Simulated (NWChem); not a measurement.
Everything below was run with NWChem. System: H4HfS, charge 0, spin multiplicity 1, at a geometry optimised with PBE/def2-SVP with def2 effective core potentials on Hf. The structure started from a generated list of species. Level: PBE/def2-SVPD with def2 effective core potentials on Hf.

Output (cleaned and shortened):

```
             Northwest Computational Chemistry Package (NWChem) 7.3.0
             --------------------------------------------------------

                                NWChem Input Module
                                -------------------

 Scaling coordinates for geometry "geometry" by  1.889725989
 (inverse scale =  0.529177249)

 Turning off AUTOSYM since
 SYMMETRY directive was detected!

                             Geometry "geometry" -> ""
                             -------------------------

 Output coordinates in angstroms (scale by  1.889725989 to convert to a.u.)

  No.       Tag          Charge          X              Y              Z
 ---- ---------------- ---------- -------------- -------------- --------------
    1 Hf                  72.0000    -0.03032000     0.42533700     0.00000000
    2 H                    1.0000    -1.84542500     0.82350700     0.00000000
    3 H                    1.0000     0.79700700     1.12240200     1.50496300
    4 H                    1.0000     0.79700700     1.12240200    -1.50496300
    5 S                   16.0000     0.22402900    -1.98082800     0.00000000
    6 H                    1.0000    -1.14999500    -1.99931400     0.00000000

 Effective nuclear repulsion energy (a.u.)     342.2382822540

            Nuclear Dipole moment (a.u.)
            ----------------------------
        X                 Y               Z
 ---------------- ---------------- ----------------
     0.0000340151     0.0000245664     0.0000000000

      Symmetry information
      --------------------

 Group name             Cs
 Group number              2
 Group order               2
 No. of unique centers     5

      Symmetry unique atoms

     1    2    3    5    6


 Summary of "ao basis" -> "" (spherical)
 ------------------------------------------------------------------------------
       Tag                 Description            Shells   Functions and Types
 ---------------- ------------------------------  ------  ---------------------
 *                         def2-svpd                  on all atoms

 Summary of "ao basis" -> "ao basis" (spherical)
 ------------------------------------------------------------------------------
       Tag                 Description            Shells   Functions and Types
 ---------------- ------------------------------  ------  ---------------------
 Hf                        def2-svpd                13       35   6s4p2d1f
 H                         def2-svpd                 4        8   2s2p
 S                         def2-svpd                11       27   5s4p2d

 Summary of "ao basis" -> "ao basis" (spherical)
 ------------------------------------------------------------------------------
       Tag                 Description            Shells   Functions and Types
 ---------------- ------------------------------  ------  ---------------------
 Hf                        def2-svpd                13       35   6s4p2d1f
 H                         def2-svpd                 4        8   2s2p
 S                         def2-svpd                11       27   5s4p2d

      Symmetry analysis of basis
      --------------------------

        a'         63
        a"         31

            General Information
            -------------------
          SCF calculation type: DFT
          Wavefunction type:  closed shell.
          No. of atoms     :     6
          No. of electrons :    32
           Alpha electrons :    16
            Beta electrons :    16
          Charge           :     0
          Spin multiplicity:     1
          Use of symmetry is: on ; symmetry adaption is: on
          Maximum number of iterations: 100
          AO basis - number of functions:    94
                     number of shells:    40
          Convergence on energy requested:  1.00D-06
          Convergence on density requested:  1.00D-05
          Convergence on gradient requested:  5.00D-04

              XC Information
              --------------
          PerdewBurkeErnzerhof Exchange Functional  1.000
            Perdew 1991 LDA Correlation Functional  1.000 local
           PerdewBurkeErnz. Correlation Functional  1.000 non-local

             Grid Information
[...]
    11 a'         12 a'         13 a'         14 a"         15 a"
    16 a'         17 a'         18 a"         19 a'         20 a'
    21 a'         22 a"         23 a'         24 a'         25 a'
    26 a"

------------------------------------------------------------
EAF file 0: "./mol.aoints.0" size=524288 bytes
------------------------------------------------------------
               write      read    awrite     aread      wait
               -----      ----    ------     -----      ----
     calls:        1         0         0         0         0
   data(b): 5.24e+05  0.00e+00  0.00e+00  0.00e+00
   time(s): 0.00e+00  0.00e+00  0.00e+00  0.00e+00  0.00e+00
rate(mb/s): 0.00e+00  0.00e+00
------------------------------------------------------------

   convergence    iter        energy       DeltaE   RMS-Dens  Diis-err    time
 ---------------- ----- ----------------- --------- --------- ---------  ------
 d= 0,ls=0.0,diis     1   -448.1572315530 -5.17D+02  4.14D-02  6.93D-01     1.0
 d= 0,ls=0.0,diis     2   -446.1504787972  2.01D+00  2.92D-02  1.35D+01     1.2
 d= 0,ls=0.0,diis     3   -448.2691232121 -2.12D+00  6.50D-03  1.29D-01     1.4
 d= 0,ls=0.0,diis     4   -448.2857758792 -1.67D-02  2.41D-03  5.22D-02     1.6
 d= 0,ls=0.0,diis     5   -448.2954221205 -9.65D-03  3.83D-04  4.27D-04     1.9
  Resetting Diis
 d= 0,ls=0.0,diis     6   -448.2954726868 -5.06D-05  1.66D-04  1.94D-04     2.1
 d= 0,ls=0.0,diis     7   -448.2955088472 -3.62D-05  7.98D-05  9.34D-06     2.3
 d= 0,ls=0.0,diis     8   -448.2955070183  1.83D-06  4.82D-05  2.01D-05     2.5
 d= 0,ls=0.0,diis     9   -448.2955105051 -3.49D-06  5.45D-06  1.84D-07     2.8
 d= 0,ls=0.0,diis    10   -448.2955105352 -3.01D-08  1.85D-06  1.81D-08     3.0

         Total DFT energy =     -448.295510535215
      One electron energy =     -768.461201846650
           Coulomb energy =      283.955729173854
    Exchange-Corr. energy =      -32.833737759297
 Nuclear repulsion energy =       69.043699896878

 Numeric. integr. density =       32.000018929583

     Total iterative time =      2.7s

                  Occupations of the irreducible representations
                  ----------------------------------------------

                     irrep           alpha         beta
                     --------     --------     --------
                     a'               12.0         12.0
                     a"                4.0          4.0

                       DFT Final Molecular Orbital Analysis
                       ------------------------------------

 Vector   14  Occ=2.000000D+00  E=-2.665557D-01  Symmetry=a"
              MO Center=  2.9D-01, -5.1D-01,  1.4D-12, r^2= 3.9D+00
   Bfn.  Coefficient  Atom+Function         Bfn.  Coefficient  Atom+Function
  ----- ------------  ---------------      ----- ------------  ---------------
    73      0.415079  5 S  pz                20     -0.337408  1 Hf d -1
    70      0.314812  5 S  pz                44     -0.202457  3 H  s
    52      0.202457  4 H  s                 22      0.191878  1 Hf d  1
    67      0.179348  5 S  pz                45     -0.096650  3 H  s
    53      0.096650  4 H  s                 18     -0.080296  1 Hf pz

 Vector   15  Occ=2.000000D+00  E=-2.622288D-01  Symmetry=a'
              MO Center= -5.2D-01,  8.2D-01, -7.5D-13, r^2= 3.2D+00
   Bfn.  Coefficient  Atom+Function         Bfn.  Coefficient  Atom+Function
  ----- ------------  ---------------      ----- ------------  ---------------
    36     -0.332766  2 H  s                 21      0.319076  1 Hf d  0
    19      0.215559  1 Hf d -2              44      0.211432  3 H  s
    52      0.211432  4 H  s                 16      0.199342  1 Hf px
     7     -0.186392  1 Hf px                23     -0.182871  1 Hf d  2
    37     -0.161229  2 H  s                 26      0.091416  1 Hf d  0

 Vector   16  Occ=2.000000D+00  E=-2.540345D-01  Symmetry=a"
              MO Center=  4.9D-01, -2.5D-01, -5.0D-14, r^2= 4.4D+00
   Bfn.  Coefficient  Atom+Function         Bfn.  Coefficient  Atom+Function
  ----- ------------  ---------------      ----- ------------  ---------------
    73      0.377548  5 S  pz                70      0.288899  5 S  pz
    22     -0.277615  1 Hf d  1              44      0.243881  3 H  s
    52     -0.243881  4 H  s                  9     -0.190410  1 Hf pz
    18      0.180853  1 Hf pz                67      0.163657  5 S  pz
    45      0.117721  3 H  s                 53     -0.117721  4 H  s

 Vector   17  Occ=0.000000D+00  E=-1.139251D-01  Symmetry=a'
              MO Center=  7.7D-03,  4.0D-01, -1.8D-14, r^2= 2.4D+00
   Bfn.  Coefficient  Atom+Function         Bfn.  Coefficient  Atom+Function
  ----- ------------  ---------------      ----- ------------  ---------------
    19      0.700607  1 Hf d -2              21     -0.452537  1 Hf d  0
    24      0.152001  1 Hf d -2              26     -0.101215  1 Hf d  0
    23      0.093372  1 Hf d  2              64      0.087221  5 S  s
    71      0.086943  5 S  px                 6     -0.084571  1 Hf s
    88     -0.078808  6 H  s                 87     -0.076443  6 H  s

 Vector   18  Occ=0.000000D+00  E=-1.087182D-01  Symmetry=a"
              MO Center= -2.2D-01,  4.5D-01, -6.7D-14, r^2= 2.7D+00
   Bfn.  Coefficient  Atom+Function         Bfn.  Coefficient  Atom+Function
  ----- ------------  ---------------      ----- ------------  ---------------
    22      0.633702  1 Hf d  1              20      0.504396  1 Hf d -1
    27      0.156845  1 Hf d  1              73      0.142036  5 S  pz
    15      0.103725  1 Hf pz                25      0.101490  1 Hf d -1
    70      0.096803  5 S  pz                 9     -0.068442  1 Hf pz
    18      0.062561  1 Hf pz                67      0.052705  5 S  pz

 Vector   19  Occ=0.000000D+00  E=-9.270183D-02  Symmetry=a'
              MO Center= -5.6D-04,  5.4D-01,  2.0D-15, r^2= 4.7D+00
   Bfn.  Coefficient  Atom+Function         Bfn.  Coefficient  Atom+Function
  ----- ------------  ---------------      ----- ------------  ---------------
    23      0.582568  1 Hf d  2              14     -0.308264  1 Hf py
    17     -0.303236  1 Hf py                72      0.214478  5 S  py
    21      0.209812  1 Hf d  0              64     -0.206027  5 S  s
     8      0.163854  1 Hf py                88      0.149915  6 H  s
     5     -0.139475  1 Hf s                 71      0.132576  5 S  px

 center of mass
 --------------
 x =   0.00257545 y =   0.12499766 z =   0.00000000

 moments of inertia (a.u.)
 ------------------
         603.061122974056          49.778547942267           0.000000000000
          49.778547942267          44.211219795543           0.000000000000
           0.000000000000           0.000000000000         614.666574650329

     Multipole analysis of the density
     ---------------------------------

     L   x y z        total         alpha         beta         nuclear
     -   - - -        -----         -----         ----         -------
     0   0 0 0      0.000000    -16.000000    -16.000000     32.000000

     1   1 0 0     -0.293965     -1.865894     -1.865894      3.437824
     1   0 1 0      0.020715     24.123457     24.123457    -48.226198
     1   0 0 1      0.000000      0.000000      0.000000      0.000000

     2   2 0 0    -30.933563    -27.630858    -27.630858     24.328153
     2   1 1 0      0.958696      8.846987      8.846987    -16.735279
     2   1 0 1      0.000000      0.000000      0.000000      0.000000
     2   0 2 0    -31.432906   -144.533321   -144.533321    257.633737
     2   0 1 1      0.000000      0.000000      0.000000      0.000000
     2   0 0 2    -33.436257    -24.806281    -24.806281     16.176304

 Task  times  cpu:        3.0s     wall:        3.0s

 Total times  cpu:        3.0s     wall:        3.0s
```

**Question.** Write an NWChem input that would produce this output.

**Answer.** One answer among several that fit: 
```
start mol
memory heap 200 mb stack 900 mb global 1100 mb
geometry units angstroms nocenter noautoz
  Hf    -0.030320     0.425337     0.000000
  H     -1.845425     0.823507     0.000000
  H      0.797007     1.122402     1.504963
  H      0.797007     1.122402    -1.504963
  S      0.224029    -1.980828     0.000000
  H     -1.149995    -1.999314     0.000000
  symmetry group Cs
end
basis spherical
  * library def2-svpd
end
ecp
  Hf library def2-ecp
end
dft
  xc xpbe96 cpbe96
  semidirect memsize 60000000 filesize 0
  iterations 100
end
task dft energy
```
